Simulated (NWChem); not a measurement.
System: vinylene carbonate (C3H2O3); SMILES O=c1occo1

NWChem input:

```
start job
memory heap 200 mb stack 900 mb global 1100 mb
geometry units angstroms noautosym nocenter noautoz
  O      0.000000     0.000000    -1.997115
  C      0.000000     0.000000    -0.801092
  O      0.000000     1.114600     0.018585
  C      0.000000     0.673803     1.325168
  C      0.000000    -0.673803     1.325168
  O      0.000000    -1.114600     0.018585
  H      0.000000     1.428056     2.116733
  H      0.000000    -1.428056     2.116733
end
basis spherical
  * library def2-svp
end
dft
  xc m05-2x
  iterations 150
end
cosmo
  do_cosmo_smd true
  solvent etoac
end
task dft energy
```

Parts of the log:

```
             Northwest Computational Chemistry Package (NWChem) 7.3.0
             --------------------------------------------------------

                             Geometry "geometry" -> ""
                             -------------------------

 Output coordinates in angstroms (scale by  1.889725989 to convert to a.u.)

  No.       Tag          Charge          X              Y              Z
 ---- ---------------- ---------- -------------- -------------- --------------
    1 O                    8.0000     0.00000000     0.00000000    -1.99711500
    2 C                    6.0000     0.00000000     0.00000000    -0.80109200
    3 O                    8.0000     0.00000000     1.11460000     0.01858500
    4 C                    6.0000     0.00000000     0.67380300     1.32516800
    5 C                    6.0000     0.00000000    -0.67380300     1.32516800
    6 O                    8.0000     0.00000000    -1.11460000     0.01858500
    7 H                    1.0000     0.00000000     1.42805600     2.11673300
    8 H                    1.0000     0.00000000    -1.42805600     2.11673300

 Effective nuclear repulsion energy (a.u.)     227.8158074727

                                 NWChem DFT Module
                                 -----------------

 Summary of "ao basis" -> "ao basis" (spherical)
 ------------------------------------------------------------------------------
       Tag                 Description            Shells   Functions and Types
 ---------------- ------------------------------  ------  ---------------------
 O                          def2-svp                 6       14   3s2p1d
 C                          def2-svp                 6       14   3s2p1d
 H                          def2-svp                 3        5   2s1p

 in cosmo_initialize ...
 calling solv_data for solv:etoac

 solvent parameters
 solvname_short: etoac
 solvname_long:  ethyl acetate
 dielec:        5.9867
 dielecinf:     1.8832
 nonaqueous SMD model solvent descriptors
 dielec:        5.9867
 sola:          0.0000
 solb:          0.4500
 solc:          0.0000
 solg:         33.6700
 solh:          0.0000
 soln:          1.3723

          ---------------
          -cosmo- solvent
          ---------------
 Cosmo: York-Karplus, doi: 10.1021/jp992097l
 dielectric constant -eps-     =   5.99
 screen = (eps-1)/(eps    )    =   0.83296
 surface charge correction     = lagrangian

   van der Waals surface
 --------------------------

 ---------- ATOMIC COORDINATES (A.U.) ------------ VDWR(ANG.) --
     1    0.00000000    0.00000000   -3.77400012     2.294
     2    0.00000000    0.00000000   -1.51384437     1.850
     3    0.00000000    2.10628859    0.03512056     2.294
     4    0.00000000    1.27330304    2.50420441     1.850
     5    0.00000000   -1.27330304    2.50420441     1.850
     6    0.00000000   -2.10628859    0.03512056     2.294
     7    0.00000000    2.69863454    4.00004536     1.200
     8    0.00000000   -2.69863454    4.00004536     1.200
 number of segments per atom =        128
 number of   points per atom =        128
 atom (   nspa,  nppa )
 ----------------------
    1 (     84,     0 )       0
    2 (      0,     0 )       0
    3 (     66,     0 )       0
    4 (     34,     0 )       0
    5 (     34,     0 )       0
    6 (     66,     0 )       0
    7 (     54,     0 )       0
    8 (     54,     0 )       0
 number of -cosmo- surface points =      392
 molecular surface =    132.584 angstrom**2
 molecular volume  =    125.039 angstrom**3
 -lineq- algorithm             =   0
 -bem- low  level              =   3
 -bem- from -octahedral-
 gaussian surface charge width =   4.50000
 degree of switching           =   1.00000
 switching function tolerance  =   0.00010
 atomic radii =
 --------------
    1  8.000  2.294
    2  6.000  1.850
    3  8.000  2.294
    4  6.000  1.850
    5  6.000  1.850
    6  8.000  2.294
    7  1.000  1.200
    8  1.000  1.200
 ...... end of -cosmo- initialization ......

 nat:                     8
 ixmem:                  3618
 calling mnsol_interface()
 G(SMD-CDS) energy (kcal/mol)  =    -0.473
 SMD-CDS SASA (angstrom**2)    =   121.407

[...]

                                COSMO-SMD solvation results
                                ---------------------------

             internal energy in gas <Psi(g)|H|Psi(g)> =      -340.861355711702
         internal energy in solvent <Psi(s)|H|Psi(s)> =      -340.860142235734
                               delta internal energy  =         0.001213475968 (    0.76 kcal/mol)
   total free energy in solvent <Psi(s)|H+V/2|Psi(s)> =      -340.870201154152
 polarization energy contribution <Psi(s)|V/2|Psi(s)> =        -0.010058918418 (   -6.31 kcal/mol)
    total free energy in solvent including G(SMD-CDS) =      -340.870955164389
                       G(SMD-CDS) energy contribution =        -0.000754010237 (   -0.47 kcal/mol)
     1 M fixed-concentration free energy of solvation =        -0.009599452687 (   -6.02 kcal/mol)

                       DFT Final Molecular Orbital Analysis
                       ------------------------------------

 Vector   20  Occ=2.000000D+00  E=-4.599204D-01
              MO Center= -3.1D-10,  8.6D-09, -8.6D-01, r^2= 2.7D+00
   Bfn.  Coefficient  Atom+Function         Bfn.  Coefficient  Atom+Function
  ----- ------------  ---------------      ----- ------------  ---------------
     4      0.457918  1 O  px                 7      0.306531  1 O  px
    18      0.263654  2 C  px                46     -0.200230  4 C  px
    60     -0.200230  5 C  px                32     -0.145225  3 O  px
    74     -0.145225  6 O  px                21      0.137021  2 C  px
    49     -0.120226  4 C  px                63     -0.120226  5 C  px

 Vector   21  Occ=2.000000D+00  E=-4.001710D-01
              MO Center=  2.8D-10,  2.6D-09, -1.5D+00, r^2= 1.8D+00
   Bfn.  Coefficient  Atom+Function         Bfn.  Coefficient  Atom+Function
  ----- ------------  ---------------      ----- ------------  ---------------
     5      0.585039  1 O  py                 8      0.389554  1 O  py
    22      0.166944  2 C  py                34      0.146080  3 O  pz
    76     -0.146080  6 O  pz                33      0.131349  3 O  py
    75      0.131349  6 O  py                31     -0.127268  3 O  s
    73      0.127268  6 O  s                 37      0.113983  3 O  pz

 Vector   22  Occ=2.000000D+00  E=-3.099500D-01
              MO Center= -6.9D-10,  1.4D-10,  5.9D-01, r^2= 2.8D+00
   Bfn.  Coefficient  Atom+Function         Bfn.  Coefficient  Atom+Function
  ----- ------------  ---------------      ----- ------------  ---------------
    46      0.357353  4 C  px                60      0.357353  5 C  px
     4      0.248472  1 O  px                32     -0.244963  3 O  px
    49      0.245647  4 C  px                63      0.245647  5 C  px
    74     -0.244963  6 O  px                35     -0.211189  3 O  px
    77     -0.211189  6 O  px                 7      0.207463  1 O  px

 Vector   23  Occ=0.000000D+00  E= 5.090884D-02
              MO Center=  1.6D-10, -2.3D-09,  1.3D+00, r^2= 2.1D+00
   Bfn.  Coefficient  Atom+Function         Bfn.  Coefficient  Atom+Function
  ----- ------------  ---------------      ----- ------------  ---------------
    49      0.665255  4 C  px                63     -0.665255  5 C  px
    46      0.442087  4 C  px                60     -0.442087  5 C  px
    35     -0.212889  3 O  px                77      0.212889  6 O  px
    32     -0.175723  3 O  px                74      0.175723  6 O  px

 Vector   24  Occ=0.000000D+00  E= 6.738064D-02
              MO Center= -6.6D-09,  3.6D-09, -9.0D-01, r^2= 1.7D+00
   Bfn.  Coefficient  Atom+Function         Bfn.  Coefficient  Atom+Function
  ----- ------------  ---------------      ----- ------------  ---------------
    18      0.604466  2 C  px                21      0.586245  2 C  px
     7     -0.428998  1 O  px                 4     -0.371191  1 O  px
    35     -0.260925  3 O  px                77     -0.260925  6 O  px
    32     -0.249820  3 O  px                74     -0.249820  6 O  px
    49      0.056488  4 C  px                63      0.056488  5 C  px

 Vector   25  Occ=0.000000D+00  E= 1.340506D-01
              MO Center=  3.7D-10, -3.3D-09,  4.3D-01, r^2= 3.4D+00
   Bfn.  Coefficient  Atom+Function         Bfn.  Coefficient  Atom+Function
  ----- ------------  ---------------      ----- ------------  ---------------
    17      1.177239  2 C  s                 31     -0.949048  3 O  s
    73     -0.949048  6 O  s                 45      0.599734  4 C  s
    59      0.599734  5 C  s                  3     -0.585026  1 O  s
    51     -0.524741  4 C  pz                65     -0.524740  5 C  pz
    36      0.260387  3 O  py                78     -0.260387  6 O  py

     Multipole analysis of the density
     ---------------------------------

     L   x y z        total         alpha         beta         nuclear
     -   - - -        -----         -----         ----         -------
     0   0 0 0     -0.000000    -22.000000    -22.000000     44.000000

     1   1 0 0      0.000000      0.000000      0.000000      0.000000
     1   0 1 0     -0.000000     -0.000000     -0.000000      0.000000
     1   0 0 1      2.188803      1.425699      1.425699     -0.662595

     2   2 0 0    -24.576673    -12.288337    -12.288337      0.000000
     2   1 1 0     -0.000000     -0.000000     -0.000000      0.000000
     2   1 0 1     -0.000000     -0.000000     -0.000000      0.000000
     2   0 2 0    -24.193816    -64.598953    -64.598953    105.004090
     2   0 1 1      0.000000      0.000000      0.000000      0.000000
     2   0 0 2    -24.398752   -129.683327   -129.683327    234.967901
```

Level: M05-2X/def2-SVP, SMD on the gas-phase geometry. Structure relaxed at the PBE-D3(BJ)/def2-SVP level. Solvent: ethyl acetate.
